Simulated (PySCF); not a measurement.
A PySCF script (with the pyscf-properties extension) for the NMR shieldings of C5H7BCl2O2, on a GFN2-xTB geometry:

```python
import basis_set_exchange as bse
import numpy as np
from pyscf import gto, dft
from pyscf.prop import nmr

atoms = """
C    -2.409284    0.809418   -1.297719
C    -2.013805   -0.051543   -0.381370
C    -0.939936   -1.090085   -0.623219
C     0.263262   -0.594411    0.101232
O     0.416670   -0.772406    1.328196
O     1.124853    0.101609   -0.551090
C     2.160503    0.591740    0.335302
B     1.704941   -0.002013    1.807281
Cl    1.138906    1.262027    2.979871
Cl    2.835204   -1.224018    2.515235
H    -1.995541    0.816141   -2.292427
H    -3.174385    1.537018   -1.091219
H    -2.423336   -0.042229    0.617881
H    -0.719584   -1.174910   -1.686371
H    -1.248184   -2.050041   -0.208665
H     2.160732    1.679503    0.253861
H     3.111986    0.216229   -0.043573
"""
names = dict.fromkeys(["C", "O", "B", "Cl", "H"], "pcSseg-1")
basis = {el: gto.basis.parse(bse.get_basis(n, elements=[el], fmt="nwchem")) for el, n in names.items()}
mol = gto.M(atom=atoms, basis=basis, charge=0, verbose=0)
mf = dft.RKS(mol, xc="PBE0")
mf.grids.level = 2
mf.grids.alignment = dft.numint.BLKSIZE   # the property module wants whole blocks of grid points
mf.conv_tol = 1e-9
mf.kernel()

calc = nmr.RKS(mf)   # GIAO
C = mf.mo_coeff
Co = C[:, mf.mo_occ > 0]
resp = mf.gen_response(singlet=True, hermi=2)
def vind(x):   # induced exchange potential for any number of trial vectors
    d = np.einsum("pi,xij,qj->xpq", C, 2 * x.reshape(-1, C.shape[1], Co.shape[1]), Co, optimize=True)
    return np.einsum("xpq,pi,qj->xij", resp(d - d.transpose(0, 2, 1)), C, Co, optimize=True).ravel()
mo1, _ = nmr.rhf.solve_mo1(calc, with_cphf=vind)
sigma = calc.kernel(mo1)
for i, s in enumerate(sigma):   # ppm
    print("%2d %-2s %9.2f" % (i, mol.atom_pure_symbol(i), np.trace(s) / 3))
```

Question: What does it print?

Answer: 
```
 0 C      54.03
 1 C      51.00
 2 C     145.18
 3 C      -4.62
 4 O       4.34
 5 O      84.97
 6 C     106.62
 7 B      89.44
 8 Cl    848.32
 9 Cl    855.07
10 H      25.87
11 H      25.88
12 H      25.55
13 H      28.56
14 H      28.27
15 H      27.58
16 H      27.53
```

These numbers come from an equivalent density-fitted implementation of the same equations, which agrees with the script to about 0.01 ppm for H and up to a few tenths of a ppm for heavy atoms, so last digits may differ.

Size and cost of the density-fitted run: 219 basis functions, 78 s wall time on 1 thread of an Arm Neoverse N1, shared host; peak memory 0.98 GiB.
